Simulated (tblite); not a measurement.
F3Y, singlet, geometry from GFN2-xTB (such geometries of metal compounds can be far from the true shape); tblite with GFN1-xTB.

Input for tblite:
```
$ tblite run mol.xyz --method gfn1 --charge 0 --spin 0 --json tblite.json --no-restart

# file mol.xyz
4

Y      0.06440607    -0.13267464    -0.31224007
F     -1.52788470    -0.68420205     0.52720126
F     -0.08680010     1.74084587    -0.20597742
F      1.33559184    -0.48172038     1.03181646
```

Question: Write the output that tblite gives for this input, abridged.

Answer: 
```
xTB calculator
 | screened Coulomb repulsion
 | Coulomb electrostatics
 |  * isotropic Klopman-Ohno-Mataga-Nishimoto electrostatics
 |  * onsite third-order electrostatics
 | DFT-D3(BJ) dispersion correction

halogen bonding energy    0.0000000000000E+00 Eh
repulsion energy          2.1617740422299E-02 Eh
dispersion energy        -5.7545054311429E-04 Eh
number of electrons       2.4000000000000E+01 e
integral cutoff           4.0000000000000E+01 bohr

------------------------------------------------------------
  cycle        total energy    energy error   density error
------------------------------------------------------------
      1     -15.61071386514  -1.5631756E+01   9.1288649E-01
      2     -16.51084911319  -9.0013525E-01   3.6199512E-01
      3     -16.50589235626   4.9567569E-03   2.0998268E-01
      4     -16.39220619265   1.1368616E-01   2.2986306E-01
      5     -16.50898338109  -1.1677719E-01   3.6378452E-02
      6     -16.51215523547  -3.1718544E-03   1.4367169E-02
      7     -16.51266158218  -5.0634671E-04   3.6192848E-03
      8     -16.51266128575   2.9643113E-07   3.4846590E-03
      9     -16.51268594851  -2.4662758E-05   3.6795770E-04
     10     -16.51268543128   5.1722620E-07   6.0746971E-04
     11     -16.51268633375  -9.0246391E-07   7.1923679E-05
     12     -16.51268634663  -1.2882186E-08   1.1580515E-07
------------------------------------------------------------

electronic energy        -1.6533728636507E+01 Eh
total energy             -1.6512686346628E+01 Eh

Post processing:
 | Mayer-Wiberg bond orders

[Info] JSON dump of results written to 'tblite.json'
```
